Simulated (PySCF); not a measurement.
**Rotational lines of ZnF⁻**

Lines J+1 ← J of the vibrational ground state, computed from RHF-CCSD(T) constants of ZnF⁻, ¹Σ⁺ (singlet), closed shell (basis Zn def2-SVPD, F def2-SVPD; no relativity; PySCF 2.14; masses 63.9291 and 18.9984 u), in MHz:

| J | ν (MHz) |
| --- | --- |
| 5 | 109296.4 |
| 6 | 127505.1 |
| 7 | 145710.4 |
| 8 | 163911.8 |
| 9 | 182108.8 |

(1) Find B0 and the effective bond length r0; with αe = 0.00374 cm⁻¹, find Re.

Correlated steps freeze 6 core orbitals. Correlated levels converge slowly with the basis: in double zeta they bind strong bonds too weakly, by up to about 1 eV, and carry superposition errors of some tenths. For an ion De counts to the pair picked by the measured ionisation energies or electron affinities, which need not be the lowest pair at this level.

Results:

(1) ν = 2B0(J+1) − 4D(J+1)³ gives B0 = 0.30386 cm⁻¹. With the reduced mass μred = 14.646 u, r0 = √(16.8576/(μred·B0)) (u, cm⁻¹, Å) = 1.9463 Å. Be = B0 + αe/2 = 0.30573 cm⁻¹ gives Re = 1.940 Å.
